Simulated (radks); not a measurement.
Values are calculated unless marked as measured or tabulated.
Zr, configuration [Kr] 4d2 5s2 (the NIST ground configuration).

Level of theory: scalar-relativistic Kohn-Sham, PBE, spin-polarised, spherical densities, point nucleus; open shells are filled with parallel spins first (spin-orbit coupling, left out, can overturn this in heavy ions); hard spherical wall at 10 bohr (a radial shooting solver on a logarithmic mesh with Libxc functionals).

Energy parts (hartree):
total: -3598.55100
kinetic: 3700.12982
electron-nucleus: -8665.11129
Hartree: 1480.35265
exchange-correlation: -113.92219

Orbitals (lengths in bohr, moments of r in powers of bohr; <r^-3> diverges for s and p1/2):
orbital,occ.,eigenvalue (hartree),<1/r>,<r^-3>
1s down,1,-655.0522,41.26,-
1s up,1,-655.0519,41.26,-
2s up,1,-90.75782,9.250,-
2s down,1,-90.75259,9.250,-
2p up,3,-80.93073,9.013,2153
2p down,3,-80.92693,9.013,2154
3s up,1,-14.86674,3.140,-
3s down,1,-14.86393,3.140,-
3p up,3,-11.66555,2.981,346.2
3p down,3,-11.66244,2.981,346.1
3d up,5,-6.41308,2.740,45.04
3d down,5,-6.40822,2.740,45.03
4s up,1,-2.01075,1.113,-
4s down,1,-1.97597,1.119,-
4p up,3,-1.20372,0.9731,44.63
4p down,3,-1.16316,0.9795,45.40
5s up,1,-0.16995,0.3507,-
4d up,2,-0.14592,0.6023,2.420
5s down,1,-0.14585,0.3358,-
4d down,0,-0.10337,0.5854,2.319
5p up,0,-0.05173,0.2715,3.130
5p down,0,-0.03744,0.2596,2.683
6s up,0,0.07598,0.2203,-
6s down,0,0.08599,0.2222,-
4f up,0,0.15518,0.1724,0.007417
4f down,0,0.16045,0.1693,0.006779

The highest occupied level is 5s down at -3.969 eV. The density falls to 0.001 e/bohr^3 at r = 5.08 bohr. Spin moment in Bohr magnetons: 2. The pressure on the wall is 0.0348 GPa.
